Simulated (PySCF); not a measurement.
## How methods differ on the excitation energy of I

I [Kr] 4d10 5s2 5p5 (2P) → I [Kr] 4d10 5s2 5p4 5d1 (high-spin determinant), as a difference of total energies. Computed with PySCF 2.14 in aug-cc-pVTZ-PP with one added diffuse shell each of d, f type with ECP28MDF (6s5p5d3f, 67 functions), with scalar relativity through the core potential. Correlated levels: valence: 4s2 4p6 4d10 frozen. The calculations carry no spin-orbit coupling.

```
           method  excitation energy (eV)
              UHF                   7.570
              LDA                   8.171
              PBE                   7.863
             PBE0                   7.994
           r2SCAN                   8.076
             TPSS                   7.998
             PW91                   7.912
            B97-3                   8.097
             BP86                   7.936
    MP2 (valence)                   8.097
SCS-MP2 (valence)                   8.187
```

Q: How much does correlation contribute at MP2 (valence)?

A: 8.097 − (7.570) = 0.527 eV, measured against UHF.

The promoted electron is Rydberg-like, and one or two diffuse shells describe it only roughly, which tends to raise the upper state.

The determinant of the upper state mixes LS terms, which raises its energy above the lowest term, most at the Hartree-Fock and MP2 levels.
